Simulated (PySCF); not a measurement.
# Telling isomers of C4H14N2OSi2 apart by NMR

Computational details: PBE0/pcSseg-1 with gauge-including orbitals, GFN2-xTB geometry, in PySCF 2.14.0 with density-fitted response routines (relativity neglected, averaged over atoms made equivalent by symmetry, fast rotation or ring inversion, one conformer, gas phase).

Chemical shifts δ = σref − σ; 1H (σref 31.72) and 13C (σref 186.93) against TMS, all at this level. Where no couplings were computed, multiplicities follow the n + 1 count of equivalent neighbours, and m marks all less simple cases (inequivalent or close neighbours, rings, F or P nearby). Shifts are as computed. Against solution values, carbons near 30 ppm lie about +3 ppm off and those near 130 ppm about +5 ppm. Of 1309 compounds with measured shifts, 239 miss one by over three times the rms of a fit or turn the order of signals round; such compounds aren't used in these exercises. OH and NH positions are gas-phase values without hydrogen bonding to other molecules.

(1) Tabulate the signals of `C=C[Si@@H](O[SiH2]N)N(C)C`, `C=C[Si@](N)(O[SiH3])N(C)C` and their relative energies.

(2) What is the quickest way to tell C=C[Si@@H](O[SiH2]N)N(C)C from C=C[Si@](N)(O[SiH3])N(C)C?

Answers

(1) 
```tsv
SMILES	carbon types	δC	δH	E rel. (kcal/mol)
C=C[Si@@H](O[SiH2]N)N(C)C	1×CH 1×CH2 2×CH3	145.5, 142.5, 37.5	6.56 (m, 1H), 6.36 (m, 1H), 5.99 (m, 1H), 5.60 (d, 1H), 5.21 (d, 1H), 5.16 (d, 1H), 2.62 (s, 6H), 0.13 (br s, 2H)	4.2
C=C[Si@](N)(O[SiH3])N(C)C	1×CH 1×CH2 2×CH3	145.9, 142.7, 39.0	6.55 (m, 1H), 6.42 (m, 1H), 5.97 (m, 1H), 5.17 (s, 3H), 2.65 (s, 6H), 0.44 (br s, 2H)	0.0
```

Energies are electronic energies at PBE0/pcSseg-1 on these geometries, without zero-point or thermal terms, each for the one conformer computed, which needn't be the lowest.

(2) Both give the same number of carbon signals, with the same numbers of each carbon type, so the positions decide. The first has a methyl carbon bonded to N (CH3) at 37.5 ppm, the second a methyl carbon bonded to N (CH3) at 39.0 ppm. Their most deshielded carbons lie at 145.5 and 145.9 ppm.
